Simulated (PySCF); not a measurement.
## CaH: from constants to spectrum

UHF-CCSD(T) constants of CaH, ²Σ⁺ (doublet), unpaired electrons σ ↑ (PySCF, no relativity, basis sets Ca def2-SVPD, H def2-SVPD; masses 39.9626 and 1.0078 u):

* ωe: 1242.4 cm⁻¹
* ωexe: 20.4 cm⁻¹
* Be: 4.148 cm⁻¹
* αe: 0.109 cm⁻¹
* D (centrifugal): 0.000185 cm⁻¹
* De to Ca + H: 1.61 eV

Task: Give the vibrational terms G(v) and spacings up to v = 6.

Result: G(v) = ωe(v+½) − ωexe(v+½)².

```tsv
v	G(v) (cm⁻¹)	G(v) − G(v−1)	Bv (cm⁻¹)
0	616		4.093
1	1818	1202	3.984
2	2978	1161	3.875
3	4099	1120	3.766
4	5178	1079	3.657
5	6216	1038	3.548
6	7214	998	3.439
```

Task: How well does the Morse estimate ωe²/(4ωexe) reproduce De, and what is D0?

Result: It gives 2.35 eV, 146 % of the computed De. D0 = De − G(0) = 1.61 − 0.08 = 1.53 eV.

Correlated steps freeze 5 core orbitals. Correlated levels converge slowly with the basis: in double zeta they bind strong bonds too weakly, by up to about 1 eV, and carry superposition errors of some tenths. The state is the lowest determinant that a PBE0 search found; another state may lie lower at other levels.
